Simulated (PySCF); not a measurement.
Sn(H)(Cl)(OH)2 (ClH3O2Sn), SMILES [OH][SnH]([OH])[Cl].

Geometry optimised at B3LYP-D3(BJ)/def2-SVP. The def2 effective core potentials stand for the cores of Sn; spin–orbit coupling is left out. Other conformers were not sampled.

All values below come from TDA-LC-ωPBE/def2-SVPD (PySCF).

Vertical excitations. Gas-phase values at a fixed geometry.

Question: Estimate the UV-visible absorptions. (The exact figures need the calculation; the answer reports its results.)

Answer: 
| state | energy (eV) | λ (nm) | f | main pairs |
|---|---|---|---|---|
| S1 | 6.65 | 187 | 0.022 | HOMO→LUMO 66 %, HOMO−1→LUMO 10 % |
| S2 | 6.85 | 181 | 0.025 | HOMO−2→LUMO 42 %, HOMO−3→LUMO 27 %, HOMO−1→LUMO 11 % |
| S3 | 6.88 | 180 | 0.090 | HOMO−1→LUMO 57 %, HOMO→LUMO 11 %, HOMO−2→LUMO 10 % |
| S4 | 6.99 | 177 | 0.076 | HOMO−3→LUMO 44 %, HOMO−2→LUMO 24 % |
| S5 | 8.02 | 155 | 0.111 | HOMO−5→LUMO 50 % |
| S6 | 8.10 | 153 | 0.164 | HOMO−4→LUMO 36 %, HOMO→LUMO+2 17 %, HOMO−6→LUMO 7 %, HOMO→LUMO+1 7 % |
| S7 | 8.34 | 149 | 0.120 | HOMO→LUMO+1 36 %, HOMO−4→LUMO 14 %, HOMO−2→LUMO+1 11 % |
| S8 | 8.52 | 146 | 0.021 | HOMO−1→LUMO+1 28 %, HOMO−3→LUMO+1 16 %, HOMO−1→LUMO+3 10 %, HOMO−2→LUMO+2 8 % |
| S9 | 8.75 | 142 | 0.085 | HOMO→LUMO+2 36 %, HOMO−4→LUMO 16 %, HOMO−3→LUMO+1 6 % |
| S10 | 8.86 | 140 | 0.027 | HOMO−1→LUMO+2 39 %, HOMO−2→LUMO+2 23 %, HOMO−2→LUMO+1 6 % |
| T1 | 5.93 | 209 | 0 | HOMO→LUMO 75 % |
| T2 | 6.06 | 205 | 0 | HOMO−1→LUMO 74 % |
| T3 | 6.15 | 202 | 0 | HOMO−2→LUMO 82 % |
| T4 | 6.30 | 197 | 0 | HOMO−3→LUMO 73 % |
Triplets are in the Tamm–Dancoff approximation.
